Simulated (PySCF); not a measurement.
A GIAO shielding run with PySCF (density fitting, non-relativistic, gas phase) on SMILES C[Si](C)(C)c1cnns1, C5H10N2SSi:

```
$ OMP_NUM_THREADS=1 python probes_run.py task.json out

{"job": {"kind": "nmr", "xc": "PBE0", "basis": "pcSseg-1"}, "charge": 0, "multiplicity": 1}
C     -1.388098     1.490755    -0.326191
Si    -0.517027    -0.134628     0.140414
C     -1.170169    -1.595774    -0.892965
C     -0.668669    -0.495602     2.004788
C      1.320789     0.056971    -0.250809
C      2.026669     1.116712    -0.775041
N      3.337788     0.884305    -0.914154
N      3.711863    -0.256045    -0.546200
S      2.464629    -1.192160     0.025320
H     -2.451184     1.426824    -0.117412
H     -1.275222     1.716742    -1.382054
H     -0.994426     2.331672     0.236396
H     -0.658691    -2.519898    -0.639065
H     -2.231066    -1.749433    -0.721517
H     -1.031262    -1.425524    -1.956869
H     -0.154975    -1.414401     2.272928
H     -1.708675    -0.603188     2.296800
H     -0.241570     0.305082     2.601890
H      1.619493     2.066842    -1.063721
```

Hardware: 1 thread of an Arm Neoverse V1, shared host. The job also computes population analyses, field gradients, ring-centre shieldings.

Task: How large is the calculation?

Result: 84 electrons, 217 basis functions and 1161 auxiliary functions.

Task: How long does it take, and how much memory does it need?

Result: 50 s of wall time, with 15 SCF cycles and 5 response iterations; peak memory 0.97 GiB. Times on a shared host scatter by some tens of per cent.
